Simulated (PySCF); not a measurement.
## Electric field gradients and quadrupole coupling constants

Species: C8H13OP.
Cartesian coordinates in Å at the GFN2-xTB level; atoms count from 1:
```xyz
23
C8H13OP angstrom
C      3.427    0.526    0.446
C      2.506   -0.347    0.079
C      1.272   -0.642    0.857
P     -0.173   -0.147   -0.187
O     -0.230   -0.837   -1.479
C     -0.056    1.659   -0.307
C      0.004    2.215   -1.505
C     -1.616   -0.455    0.887
C     -2.212   -1.827    0.770
C     -2.916   -0.660    0.168
H      3.355    1.071    1.373
H      4.296    0.724   -0.156
H      2.592   -0.881   -0.857
H      1.258   -0.121    1.814
H      1.162   -1.719    1.022
H     -0.037    2.234    0.607
H      0.077    3.279   -1.659
H     -0.020    1.588   -2.382
H     -1.623    0.038    1.850
H     -1.729   -2.515    0.090
H     -2.621   -2.289    1.656
H     -3.823   -0.297    0.630
H     -2.899   -0.571   -0.908
```

Field gradients from the PBE0/pcSseg-1 density (PySCF, non-relativistic), principal values in atomic units, ordered |Vxx| ≤ |Vyy| ≤ |Vzz|:

| atom | Vxx | Vyy | Vzz |
| --- | --- | --- | --- |
| O5 | -0.3741 | -0.4453 | 0.8195 |

Question: Find the asymmetry η = (Vxx − Vyy)/Vzz and the couplings χ = eQV/h (234.96 MHz × Q in barn × V in au), with Q(17O) = −0.0256 b.

Answer: 
| atom | environment | nucleus | η | χzz (MHz) | χxx (MHz) | χyy (MHz) |
| --- | --- | --- | --- | --- | --- | --- |
| O5 | phosphoryl oxygen | 17O | 0.09 | -4.929 | 2.251 | 2.679 |

The tensor is traceless: Vxx + Vyy + Vzz = 0.

Question: What is Vzz at O5 in SI units (1 au = 9.71736 × 10²¹ V/m²)?

Answer: 0.8195 au = 7.963 × 10²¹ V/m².

Were the hydrogens deuterons (Q(2H) = 0.00286 b), χzz would run from 202 kHz (H15) to 228 kHz (H12).

The structure is a single GFN2-xTB conformer in the gas phase; no vibrational or solvent corrections. GFN2-xTB bond lengths can be off by several hundredths of an ångström, more for odd bonds, and the gradients follow them. With so small a basis the couplings can be 20 % off.
